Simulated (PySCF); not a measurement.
H₂O₂S₂, SMILES OSSO. Geometry: B3LYP-D3(BJ)/def2-SVP. The values are those of a single conformer.

Computed equilibrium geometry at B3LYP-D3(BJ)/def2-SVP (PySCF confirms it by a frequency run) as a Z-matrix, and its point group (one conformer of several):
point group C2.
```
S
O 1 1.6925
H 2 0.9704 1 106.87
S 1 2.0191 2 107.60 3 -93.92
O 4 1.6925 1 107.60 2 90.36
H 5 0.9704 4 106.87 1 -93.92
```
